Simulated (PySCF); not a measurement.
Output of ΔSCF core-hole calculations on `C=CBSC`.

The calculation used delta-SCF UKS SCAN, pcX-2 on the ionised atom, pcseg-1 elsewhere, spin-free X2C (PySCF). The program numbers atoms from 0. The cycles run on a coarse integration grid; for E(ground) and E(ion) the exchange–correlation energy is redone on a finer one, so they differ from the last cycle, and only they enter the binding energy.

Coordinates (Å, PBE0-D3(BJ)/def2-SVP):
```
C      2.603010     0.152901    -0.654580
C      1.354980    -0.169905    -1.033719
B      0.142467     0.072698    -0.106691
S     -1.478402    -0.389440    -0.667250
C     -2.578900     0.075530     0.699743
H      3.474237    -0.011931    -1.298344
H      2.798945     0.598964     0.326742
H      1.219959    -0.613709    -2.028563
H      0.274263     0.566772     0.990262
H     -2.607232     1.166684     0.818227
H     -3.586260    -0.283917     0.452133
H     -2.250456    -0.390215     1.637701
```

```
ground state, core basis on atom 0 (C), 140 functions
  cycle   1  E = -542.46006932  |g| = 4.11e-01
  cycle   2  E = -542.43103240  |g| = 5.14e-01
  cycle   3  E = -542.50774619  |g| = 9.67e-02
  cycle   4  E = -542.51003339  |g| = 4.28e-02
  cycle   5  E = -542.51048367  |g| = 1.40e-02
  cycle   6  E = -542.51053613  |g| = 5.54e-03
  cycle   7  E = -542.51054362  |g| = 2.13e-03
  cycle   8  E = -542.51054649  |g| = 5.60e-04
  cycle   9  E = -542.51054662  |g| = 1.61e-04
  E(ground) = -542.53138860 Eh
hole in C 1s of atom 0
  cycle   1  E = -531.25098832  |g| = 1.50e+00
  cycle   2  E = -529.65425726  |g| = 2.08e+00
  cycle   3  E = -531.57192382  |g| = 6.24e-01
  cycle   4  E = -531.61396412  |g| = 5.46e-01
  ...
  cycle  10  E = -531.84335739  |g| = 1.65e-03
  cycle  11  E = -531.84336172  |g| = 1.13e-03
  cycle  12  E = -531.84336270  |g| = 4.80e-04
  E(ion) = -531.86323602 Eh   <S^2> = 0.7998   hole on atom = 1.000
```

Question: What is the C 1s binding energy of atom 0?

Answer: (-531.863236 − (-542.531389)) Eh × 27.2114 eV/Eh = 290.30 eV, for the terminal =CH2 carbon.

```
ground state, core basis on atom 3 (S), 151 functions
  cycle   1  E = -542.65801728  |g| = 4.05e-01
  cycle   2  E = -542.65793380  |g| = 3.66e-02
  cycle   3  E = -542.65719882  |g| = 5.97e-02
  cycle   4  E = -542.65825766  |g| = 1.03e-02
  cycle   5  E = -542.65827252  |g| = 6.83e-03
  cycle   6  E = -542.65828374  |g| = 5.23e-04
  cycle   7  E = -542.65828375  |g| = 2.39e-04
  E(ground) = -542.66506030 Eh
hole in S 1s of atom 3
  cycle   1  E = -450.41973046  |g| = 5.08e+00
  cycle   2  E = -448.91951025  |g| = 2.56e+00
  cycle   3  E = -442.77889232  |g| = 3.24e+00
  cycle   4  E = -451.57805283  |g| = 3.67e-01
  ...
  cycle   9  E = -451.64544403  |g| = 3.86e-03
  cycle  10  E = -451.64545153  |g| = 8.90e-04
  cycle  11  E = -451.64545199  |g| = 2.37e-04
  E(ion) = -451.64348320 Eh   <S^2> = 0.7515   hole on atom = 1.000
```

Question: What is the S 1s binding energy of atom 3?

Answer: (-451.643483 − (-542.665060)) Eh × 27.2114 eV/Eh = 2476.82 eV, for the sulfur bonded to B and C.

```
ground state, core basis on atom 1 (C), 140 functions
  cycle   1  E = -542.51025960  |g| = 6.26e-02
  cycle   2  E = -542.50933093  |g| = 6.50e-02
  cycle   3  E = -542.51004244  |g| = 3.98e-02
  cycle   4  E = -542.51050066  |g| = 6.07e-03
  cycle   5  E = -542.51051123  |g| = 8.44e-04
  cycle   6  E = -542.51051217  |g| = 3.78e-04
  E(ground) = -542.53149076 Eh
hole in C 1s of atom 1
  cycle   1  E = -531.27478122  |g| = 1.51e+00
  cycle   2  E = -529.53536209  |g| = 2.10e+00
  cycle   3  E = -531.49415388  |g| = 7.08e-01
  cycle   4  E = -531.73404520  |g| = 4.44e-01
  ...
  cycle  12  E = -531.85300350  |g| = 1.35e-03
  cycle  13  E = -531.85301050  |g| = 6.36e-04
  cycle  14  E = -531.85301172  |g| = 2.22e-04
  E(ion) = -531.87255924 Eh   <S^2> = 0.8192   hole on atom = 1.000
```

Question: What is the C 1s binding energy of atom 1?

Answer: (-531.872559 − (-542.531491)) Eh × 27.2114 eV/Eh = 290.04 eV, for the alkene CH carbon.

The ground state is recomputed for each atom, because the flexible core basis sits on the ionised atom alone; energies of different blocks can't be mixed. The structure is a single PBE0-D3(BJ)/def2-SVP conformer in the gas phase; no vibrational or solvent corrections.

Time: 1.8 min. Hardware: one thread, x86-64 server, no GPU, on a shared host.

The values belong to the conformer `[CH2:1]=[CH:2][BH:3][S:4][CH3:5]`: C1–C2–B3–S4 180°, C2–B3–S4–C5 180°.
Labels such as C1 count atoms from 1, the log's own numbers from 0.
